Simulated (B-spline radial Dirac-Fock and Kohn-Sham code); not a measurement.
# 4d5/2 photoionisation of Ru³⁺ near threshold

System: the Ru³⁺ ion, configuration [Kr] 4d4 5p1 (an excited configuration). The computed 4d5/2 threshold is 48.01 eV; without correlation, outer thresholds are uncertain by 1 to 2 eV. With an open shell the threshold is an average over the terms of the final ion.

These are calculated numbers from a radial B-spline solver; the model is a relativistic central-field model (Hartree-Slater potential of the initial state, Latter tail, multipole expansion of the photon field, Dirac-Fock thresholds). Interchannel coupling and autoionising resonances are not included, so magnitudes near threshold are approximate.

```
kinetic energy (eV)  σ (Mb)      β
                1.5    5.18   0.61
                1.9    4.97   0.65
                2.3    4.72   0.69
                2.9    4.43   0.74
                3.7    4.08   0.80
                4.6    3.70   0.87
                5.7    3.26   0.95
                7.2    2.79   1.04
                9.0    2.30   1.15
               11.2    1.82   1.28
               14.0    1.36   1.43
               17.5   0.926   1.61
               21.9   0.577   1.79
               27.4   0.335   1.94
               34.2   0.178   1.82
               42.8  0.0994   0.84
               53.5  0.0858  -0.60
               66.9   0.113  -0.77
               83.7   0.153  -0.34
              104.7   0.184   0.08
              130.9   0.195   0.41
              163.6   0.187   0.66
              204.6   0.165   0.86
              255.8   0.135   1.01
              319.9   0.103   1.13
              400.0  0.0729   1.21
```

The cross section has a minimum of 0.086 Mb near 54 eV kinetic energy, a Cooper minimum, where a dipole matrix element changes sign; it needs a radial node in the bound orbital. It is largest at the lowest energy, 5.18 Mb. β ranges from -0.77 (at 66.9 eV) to 1.94.
